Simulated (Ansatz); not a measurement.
CH6GaNSi, SMILES `N=C[SiH2][GaH2]` at its PBE0-D4/def2-TZVP geometry, where that method's forces vanish. Charge 0, multiplicity 1.

```
atom    x (Å)    y (Å)    z (Å)
  N1   0.3681  -0.4479   1.1233
  C2  -0.4196   0.5548   1.0111
 Si3  -0.6909   0.8662  -0.8667
 Ga4   0.8161  -1.0597  -0.8736
  H5   0.6178  -0.7487   2.0648
  H6  -0.7989   1.0554   1.9084
  H7  -0.2823   2.2768  -1.1368
  H8  -2.1631   0.8071  -1.1098
  H9   2.3550  -0.8084  -1.0776
 H10   0.1978  -2.4956  -1.0433
```

(1) For each bond, give half the difference of the two atoms' forces along it (eV/Å; positive pushes the atoms apart) under PBE-D4, r2SCAN-D4, B3LYP-D4, ωB97M-V in def2-TZVPP. (Best estimate.)

Results:

(1) Ansatz gave: 
| bond | length (Å) | PBE-D4 | r2SCAN-D4 | B3LYP-D4 | ωB97M-V |
| --- | --- | --- | --- | --- | --- |
| N1–C2 | 1.280 | 0.62 | 0.36 | 0.18 | 0.14 |
| N1–Ga4 | 2.136 | -0.12 | -0.07 | 0.16 | 0.09 |
| N1–H5 | 1.019 | 0.15 | -0.02 | -0.11 | -0.12 |
| C2–Si3 | 1.923 | -0.12 | -0.06 | 0.11 | 0.11 |
| C2–H6 | 1.095 | 0.01 | -0.05 | -0.14 | -0.15 |
| Si3–Ga4 | 2.445 | -0.01 | 0.00 | 0.19 | 0.07 |
| Si3–H7 | 1.493 | 0.10 | 0.00 | -0.11 | -0.12 |
| Si3–H8 | 1.493 | 0.10 | 0.00 | -0.11 | -0.12 |
| Ga4–H9 | 1.573 | 0.01 | -0.07 | -0.06 | -0.08 |
| Ga4–H10 | 1.573 | 0.01 | -0.07 | -0.06 | -0.08 |

B3LYP here is the variant with VWN-RPA as its local correlation; programs differ in this.
